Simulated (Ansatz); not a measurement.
Reaction (ligand exchange at a B–C bond): `BC(C)[SiH2]S` + `[SH][GaH][Cl]` → `B[S][GaH][Cl]` + `CC[SiH2]S`

Calculated with Ansatz (gas phase, PBE0-D4/def2-TZVP geometries, no zero-point term in ΔE). CBS: MP2 limit from def2 TZ/QZ plus the TZ coupled-cluster correction, frozen cores. Functionals use def2-TZVPP. For Ga outer-core shells are correlated without core-valence functions, which leaves a few kJ/mol of doubt a bond. Scalar relativity is left out up to krypton. Each species was taken in one conformer, which may not be the lowest.

| level | ΔE (kJ/mol) |
| --- | --- |
| BLYP-D4 | -72.3 |
| BHLYP-D4 | -74.0 |

Question: What does CCSD(T)/CBS give? (Best estimate.)

Answer: Computed: -71.9 kJ/mol. The listed levels differ from it by -0.4, -2.1 kJ/mol.

Largest T1 diagnostic among the species: 0.013.

In def2-TZVPP, CCSD(T) changes the Hartree–Fock value by +8.5 kJ/mol (the triples alone add +0.2 kJ/mol) and MP2 by +7.2 kJ/mol. At CCSD(T), def2-SVP lies −4.6 kJ/mol from the extrapolated value and def2-TZVPP −0.6 kJ/mol.
